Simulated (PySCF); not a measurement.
sulfur trioxide anion (O₃S), SMILES O=S(=O)=O (connectivity only; charge and spin as stated), charge -1, multiplicity 2. Atoms are numbered in the order given.

```xyz
4

O      1.2700    -0.7333    -0.1561
S      0.0000     0.0000     0.2342
O     -1.2700    -0.7333    -0.1561
O      0.0000     1.4665    -0.1561
```
Charge -1, spin multiplicity 2.

Geometry: B3LYP-D3(BJ)/def2-SVPD. The multiplicity is an assumed one; other spin states were not compared.

Calculation: B3LYP/pcH-1 (PySCF).

Unrestricted Kohn–Sham, ⟨S²⟩ = 0.754. Hyperfine tensors hold the contact and dipolar terms, without spin-orbit corrections.

Computed hyperfine couplings:
```csv
nucleus,A(iso) (MHz),A(iso) (G),dipolar principal values (MHz)
17O no. 1,-23.4,-8.3,"-78.2, 38.8, 39.4"
33S no. 2,249.8,89.1,"-32.9, -32.9, 65.9"
17O no. 3,-23.4,-8.3,"-78.2, 38.8, 39.4"
17O no. 4,-23.4,-8.3,"-78.2, 38.8, 39.4"
```

Problem. And the g tensor (effective nuclear charges for spin-orbit coupling, GIAO)? (An estimate is asked for; the answer gives what the named calculation found.)

Solution. principal values 2.0026, 2.0071, 2.0071; isotropic 2.0056.
